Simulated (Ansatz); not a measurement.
A calculation with Ansatz (development build ahead of 0.2.0).

```yaml
crystal:
  periodic: [false, false, false]
  atoms:
    - { symbol: B, position_ang: [1.22, 0.0, 0.0] }
    - { symbol: B, position_ang: [-1.22, 0.0, 0.0] }
    - { symbol: B, position_ang: [0.0, 1.22366, 0.0] }
    - { symbol: B, position_ang: [0.0, -1.22366, 0.0] }
    - { symbol: B, position_ang: [0.0, 0.0, 1.22] }
    - { symbol: B, position_ang: [0.0, 0.0, -1.22] }
    - { symbol: H, position_ang: [2.43, 0.0, 0.0] }
    - { symbol: H, position_ang: [-2.43, 0.0, 0.0] }
    - { symbol: H, position_ang: [0.0, 2.43729, 0.0] }
    - { symbol: H, position_ang: [0.0, -2.43729, 0.0] }
    - { symbol: H, position_ang: [0.0, 0.0, 2.43] }
    - { symbol: H, position_ang: [0.0, 0.0, -2.43] }
basis:
  gaussian: { orbitals: def2-SVP }
total_charge: -2
hamiltonian:
  xc: hf
```

The input is written out in the form of the current development build from the run's settings.

Output:

```
Converged                       : yes
Total energy                    : -151.34185 hartree
Spin squared of the determinant : 0.000
```

Caution: no unrestricted run beside it, a lower state can exist; no diffuse functions for an anion; other spin multiplicities were not run.
